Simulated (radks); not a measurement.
Excited configurations of the zinc ion Zn2+: one electron is placed in a higher orbital outside [Ar] 3d9. The ground configuration is [Ar] 3d10. All-electron calculation, scalar-relativistic Kohn-Sham, PBE, spin-polarised, spherical densities, point nucleus; open shells are filled with parallel spins first. Program: a radial shooting solver on a logarithmic mesh with Libxc functionals. Excitation = E - E(ground); binding = E(ion) - E, where the ion is the core of charge +3; n* = 3/sqrt(2 binding) in atomic units, and the quantum defect is n - n*.

outer orbital  excitation (eV)  binding (eV)     n*  eigenvalue (eV)
4s                       9.374        30.867  1.992          -26.066
4d                      27.113        13.128  3.054          -10.694
5d                      32.462         7.778  3.968           -6.556
6s                      32.328         7.913  3.934           -6.898
6d                      35.133         5.108  4.896           -4.399
6f                      36.492         3.749  5.715           -3.209
7d                      36.633         3.608  5.826           -3.145

The Delta-SCF ionisation energy is 40.241 eV (NIST Atomic Spectra Database: 39.723 eV, measured). Self-interaction in the functional shifts the binding energies and quantum defects, so they are the method's values and not measured ones. Open shells are spherical and high-spin; term and fine-structure splittings are not resolved.
